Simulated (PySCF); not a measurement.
C₃H₈STe, SMILES CS[Te]CC.

Geometry optimised at PBE-D3(BJ)/def2-SVP. The def2 effective core potentials stand for the cores of Te; spin–orbit coupling is left out. Other conformers were not sampled.

These are PBE/def2-TZVP run with PySCF values and carry that method's errors.

Isolated molecule, no solvent.

Computed frontier levels, gap, dipole moment and polarisability:
- highest occupied level = -5.08 eV
- lowest empty level = -2.22 eV
- orbital gap = 2.87 eV
- dipole moment = 1.84 D
- quadrupole, principal values (traceless, Buckingham form, about the centre of nuclear charge) = -5.76, -0.71, 6.47 D·Å
- mean static polarisability = 101.4 bohr³ (15.02 Å³)
- polarisability, principal values = 79.1, 101.6, 123.3 bohr³
